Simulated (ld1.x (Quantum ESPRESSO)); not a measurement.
**Before and after: ultrasoft potential for H (Z = 1)**

- Element: H
- Generator: ld1.x (Quantum ESPRESSO) 7.5
- Type: ultrasoft
- Functional: Wu–Cohen
- Relativity: scalar-relativistic
- Frozen core: none
- Valence charge: 1
- Reference configuration: 1s1
- Partial waves: 1s (bound): rcut 1.00, rcutus 1.35 bohr; 1s channel at -0.15 Ry: rcut 1.00, rcutus 1.35 bohr; 2p channel at 0.45 Ry: rcut 1.00, rcutus 1.25 bohr
- Local potential: all-electron potential smoothed inside 1.10 bohr (lloc = -2)
- Core correction: none
- Augmentation charge: built from norm-conserving waves at rcut, not smoothed further

All-electron outer shells of the reference configuration (Wu–Cohen, scalar-relativistic, ld1.x):

```csv
shell,level (eV),outermost node (bohr),outermost maximum (bohr)
1s,-6.37,–,1.04
```

Change: all radii scaled by about 0.85 (s 1.14, p 1.06 bohr, rcut 0.84/0.84); local potential all-electron potential smoothed inside 0.92 bohr (lloc = -2).

Cutoffs: the cutoffs (Ry, on a coarse ladder) from which the occupation-weighted sum of valence levels, in a spherical-Bessel basis at the reference potential, stays within 10 and 1 mRy of its value at 400 Ry; they do not see the model core or the augmentation charge, which bear on the density cutoff. Errors are all-electron minus pseudo energies relative to the spin-unpolarised reference configuration.

Problem. How do hardness, ghosts and transferability respond?

Solution. The potential gets harder (12 Ry and 21 Ry → 18 Ry and 30 Ry); neither file shows a bound ghost. A smaller radius makes the pseudo-wave follow the all-electron one further in, where it bends more sharply, so more plane waves are needed.

```tsv
quantity	base	changed
cutoff, loose	12 Ry	18 Ry
cutoff, tight	21 Ry	30 Ry
bound ghosts	none	none
error for 1s0.5, meV [ΔE 4.68 eV]	+0.7	+0.3
lowest overlap eigenvalue by channel	s 0.99, p 0.95	s 0.99, p 0.94
```
